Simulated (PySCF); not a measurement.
Exercise with solution: oscillator strength and radiative lifetime

Si(F)(OH) (FHOSi), SMILES O[Si]F (connectivity only; charge and spin as stated), neutral, multiplicity 1.

Coordinates come from a B3LYP-D3(BJ)/def2-TZVP optimisation. Other conformers were not sampled.

TDA-PBE0/def2-SVPD (PySCF) puts the first singlet state with f over 0.02 at 5.79 eV (vertical), with the transition dipole (0.000, 0.000, 1.250) in atomic units.

Question: Find the oscillator strength, the wavelength and the radiative lifetime that this transition would have in vacuum if emission retraced absorption.

Answer: 
|μ|² = 1.5625 au, so |μ| = 3.18 D. ΔE = 5.79/27.211 = 0.2128 hartree. f = (2/3) ΔE |μ|² = 0.222 (the program prints 0.222).
λ = 1239.84/5.79 = 214 nm; ν = 46699 cm⁻¹.
Einstein's coefficient A = 0.6670 ν² f s⁻¹ (ν in cm⁻¹) = 3.2e8 s⁻¹, so τ = 1/A = 3.1 ns. This state is S1. The figure is the radiative limit of this one transition; relaxation, internal conversion, crossing to triplets and a medium change what is measured.
